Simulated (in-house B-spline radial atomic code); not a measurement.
Radial electron density of the cadmium ion Cd³⁺, [Ar] (3d3/2)3 (3d5/2)6 4s2 4p6 4d10. Level of theory: Dirac-Hartree-Fock, average of the jj configuration, Fermi nucleus of rms radius 4.6087 fm; calculated with a radial B-spline atomic code at the basis-set limit.

Columns: r (bohr), 4πr²n(r) (electrons per bohr), bar.

```
 0.00111    1.629 #
 0.00134    2.268 #
 0.00163    3.184 ##
 0.00199     4.47 ###
 0.00242    6.188 ###
 0.00294    8.477 #####
 0.00357    11.48 ######
 0.00434    15.38 #########
 0.00528    20.29 ###########
 0.00641    26.18 ###############
  0.0078    33.12 ###################
 0.00948    40.67 #######################
  0.0115    48.24 ###########################
   0.014    55.15 ###############################
   0.017    60.12 ##################################
  0.0207    62.32 ###################################
  0.0252     61.3 ###################################
  0.0306    57.95 #################################
  0.0372    54.45 ###############################
  0.0452    53.83 ##############################
   0.055    58.32 #################################
  0.0668    67.09 ######################################
  0.0812    75.67 ###########################################
  0.0987    77.79 ############################################
    0.12     70.6 ########################################
   0.146    58.67 #################################
   0.177    51.76 #############################
   0.216    54.77 ###############################
   0.262    60.96 ##################################
   0.319    58.17 #################################
   0.387    43.24 ########################
   0.471    25.99 ###############
   0.572    18.39 ##########
   0.696    20.04 ###########
   0.846    21.99 ############
    1.03    18.77 ###########
    1.25    12.32 #######
    1.52    6.344 ####
    1.85      2.6 #
    2.25   0.8421 
    2.73   0.2075 
    3.32  0.03453 
    4.04 0.003513
```

On this grid the curve has 4 maxima, near 0.0207, 0.0987, 0.262, 0.846 bohr.

The 4d5/2 radial function P(r) = rR(r), positive near the nucleus, with its small component Q(r) (sign convention: Q ≈ (P' + κP/r)/2c):

| r (bohr) | P | Q |
| --- | --- | --- |
| 0.0115 | 0.001487 | -8.494e-05 |
| 0.017 | 0.004378 | -0.0002473 |
| 0.0252 | 0.01248 | -0.0006946 |
| 0.0372 | 0.03328 | -0.001818 |
| 0.055 | 0.08217 | -0.004387 |
| 0.0812 | 0.1802 | -0.009371 |
| 0.12 | 0.3355 | -0.01701 |
| 0.177 | 0.4879 | -0.02464 |
| 0.262 | 0.4656 | -0.02597 |
| 0.387 | 0.08448 | -0.01605 |
| 0.572 | -0.5602 | 0.0004062 |
| 0.846 | -0.9897 | 0.01102 |
| 1.25 | -0.8789 | 0.01017 |
| 1.85 | -0.4695 | 0.004874 |
| 2.73 | -0.1428 | 0.001328 |
| 4.04 | -0.01895 | 0.000163 |
